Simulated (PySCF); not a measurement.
Species: C₅H₁₄Si₂.
Numbering: `[CH3:1][CH2:2][CH2:3]/[C:4]([SiH3:5])=[CH:6]\[SiH3:7]` (hydrogens: H8, H9, H10 on C1; H11, H12 on C2; H13, H14 on C3; H15, H16, H17 on Si5; H18 on C6; H19, H20, H21 on Si7)

The same species was optimised twice, with GFN2-xTB and with PBE0-D3(BJ)/def2-SVP (PySCF), and the same property calculations (PySCF, gas phase) were run on both structures.

```json
{"coordinate": "C4=C6 (Å)", "GFN2-xTB": "1.335", "PBE0-D3(BJ)/def2-SVP": "1.349", "change": "+0.014"}
{"coordinate": "C3–C4 (Å)", "GFN2-xTB": "1.500", "PBE0-D3(BJ)/def2-SVP": "1.506", "change": "+0.006"}
{"coordinate": "C4–Si5 (Å)", "GFN2-xTB": "1.894", "PBE0-D3(BJ)/def2-SVP": "1.888", "change": "-0.006"}
{"coordinate": "C1–C2 (Å)", "GFN2-xTB": "1.523", "PBE0-D3(BJ)/def2-SVP": "1.520", "change": "-0.003"}
{"coordinate": "C6–Si7 (Å)", "GFN2-xTB": "1.883", "PBE0-D3(BJ)/def2-SVP": "1.881", "change": "-0.002"}
{"coordinate": "C2–C3 (Å)", "GFN2-xTB": "1.531", "PBE0-D3(BJ)/def2-SVP": "1.531", "change": "0.000"}
{"coordinate": "C4–C6–Si7 (°)", "GFN2-xTB": "128.2", "PBE0-D3(BJ)/def2-SVP": "126.0", "change": "-2.2"}
{"coordinate": "Si5–C4–C6 (°)", "GFN2-xTB": "120.9", "PBE0-D3(BJ)/def2-SVP": "118.8", "change": "-2.1"}
{"coordinate": "C2–C3–C4 (°)", "GFN2-xTB": "112.2", "PBE0-D3(BJ)/def2-SVP": "113.9", "change": "+1.7"}
{"coordinate": "C1–C2–C3 (°)", "GFN2-xTB": "111.9", "PBE0-D3(BJ)/def2-SVP": "113.4", "change": "+1.5"}
{"coordinate": "C3–C4–C6 (°)", "GFN2-xTB": "122.0", "PBE0-D3(BJ)/def2-SVP": "123.3", "change": "+1.3"}
{"coordinate": "C3–C4–Si5 (°)", "GFN2-xTB": "117.1", "PBE0-D3(BJ)/def2-SVP": "117.9", "change": "+0.8"}
{"coordinate": "C1–C2–C3–C4 (°)", "GFN2-xTB": "-64", "PBE0-D3(BJ)/def2-SVP": "-62", "change": "+2"}
{"coordinate": "C2–C3–C4–Si5 (°)", "GFN2-xTB": "-63", "PBE0-D3(BJ)/def2-SVP": "-57", "change": "+6"}
```

Rotational constants: A = 1835, B = 1193, C = 830.7 MHz (GFN2-xTB) against A = 1820, B = 1171, C = 820.8 MHz (PBE0-D3(BJ)/def2-SVP). Point groups within 0.08 Å: C1 and C1.

On the GFN2-xTB structure: HOMO (eV) -7.58 [PBE0/pcSseg-1]; LUMO (eV) -0.83 [PBE0/pcSseg-1]; dipole (D) 0.66 [PBE0/pcSseg-1]; GIAO shielding of C1 (ppm) 173.1 [PBE0/pcSseg-1]; GIAO shielding of C2 (ppm) 162.2 [PBE0/pcSseg-1]; GIAO shielding of C3 (ppm) 140.3 [PBE0/pcSseg-1]; GIAO shielding of C4 (ppm) 16.3 [PBE0/pcSseg-1]; GIAO shielding of Si5 (ppm) 421.5 [PBE0/pcSseg-1]; GIAO shielding of C6 (ppm) 44.3 [PBE0/pcSseg-1]; GIAO shielding of Si7 (ppm) 440.1 [PBE0/pcSseg-1].

**Question.** What do these properties become on the PBE0-D3(BJ)/def2-SVP structure?

**Answer.** 
```json
{"property": "HOMO (eV)", "level": "PBE0/pcSseg-1", "on GFN2-xTB": "-7.58", "on PBE0-D3(BJ)/def2-SVP": "-7.63", "change": "-0.05"}
{"property": "LUMO (eV)", "level": "PBE0/pcSseg-1", "on GFN2-xTB": "-0.83", "on PBE0-D3(BJ)/def2-SVP": "-0.95", "change": "-0.12"}
{"property": "dipole (D)", "level": "PBE0/pcSseg-1", "on GFN2-xTB": "0.66", "on PBE0-D3(BJ)/def2-SVP": "0.71", "change": "+0.05"}
{"property": "energy, GFN2-xTB geometry as zero (kcal/mol)", "level": "PBE0/pcSseg-1", "on GFN2-xTB": "0.0", "on PBE0-D3(BJ)/def2-SVP": "-1.8", "change": "-1.8"}
{"property": "GIAO shielding of C1 (ppm)", "level": "PBE0/pcSseg-1", "on GFN2-xTB": "173.1", "on PBE0-D3(BJ)/def2-SVP": "171.1", "change": "-2.0"}
{"property": "GIAO shielding of C2 (ppm)", "level": "PBE0/pcSseg-1", "on GFN2-xTB": "162.2", "on PBE0-D3(BJ)/def2-SVP": "160.6", "change": "-1.6"}
{"property": "GIAO shielding of C3 (ppm)", "level": "PBE0/pcSseg-1", "on GFN2-xTB": "140.3", "on PBE0-D3(BJ)/def2-SVP": "141.1", "change": "+0.8"}
{"property": "GIAO shielding of C4 (ppm)", "level": "PBE0/pcSseg-1", "on GFN2-xTB": "16.3", "on PBE0-D3(BJ)/def2-SVP": "12.4", "change": "-3.9"}
{"property": "GIAO shielding of Si5 (ppm)", "level": "PBE0/pcSseg-1", "on GFN2-xTB": "421.5", "on PBE0-D3(BJ)/def2-SVP": "415.6", "change": "-5.9"}
{"property": "GIAO shielding of C6 (ppm)", "level": "PBE0/pcSseg-1", "on GFN2-xTB": "44.3", "on PBE0-D3(BJ)/def2-SVP": "40.1", "change": "-4.2"}
{"property": "GIAO shielding of Si7 (ppm)", "level": "PBE0/pcSseg-1", "on GFN2-xTB": "440.1", "on PBE0-D3(BJ)/def2-SVP": "438.4", "change": "-1.7"}
```

The heavy atoms differ by 0.093 Å rms after alignment. Among bonds between heavy atoms C4=C6 changes most (+0.014 Å). Changes are differences of the printed values. Neither structure is proved a minimum here.

Shape of the structure used: `[CH3:1][CH2:2][CH2:3]/[C:4]([SiH3:5])=[CH:6]\[SiH3:7]`: C1–C2–C3–C4 -62°, C2–C3–C4–Si5 -57°.
